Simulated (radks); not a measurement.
Spherical jellium clusters: N electrons in a uniform positive sphere of charge N and radius rs N^(1/3), rs = 2.99 bohr. Method: non-relativistic Kohn-Sham, LDA (Slater exchange, Perdew-Wang correlation), spin-polarised, spherical densities; computed with a radial shooting solver with Libxc functionals. Levels are named by radial order and angular momentum (1s, 1p, 1d, 2s, ...), and open shells are averaged over m.

N = 4, configuration 1s2 1p(up 2, down 0). This is the lowest configuration that the search found. Occupied and some empty levels:

| level | occupation | eigenvalue (eV) | <r> (bohr) |
|---|---|---|---|
| 1s up | 1 | -5.8775 | 3.510 |
| 1s down | 1 | -5.1553 | 3.493 |
| 1p up | 2 | -3.0648 | 4.757 |
| 1p down | 0 | -2.3488 | 4.952 |
| 2s up | 0 | -0.82381 | 7.918 |
| 2s down | 0 | -0.57077 | 8.796 |
| 1d up | 0 | -0.48643 | 7.037 |
| 1d down | 0 | -0.072413 | 8.699 |

Energy (eV): total -4.63266, kinetic 11.095, external -101.68, Hartree 47.565, exchange-correlation -16.654, background 55.038.
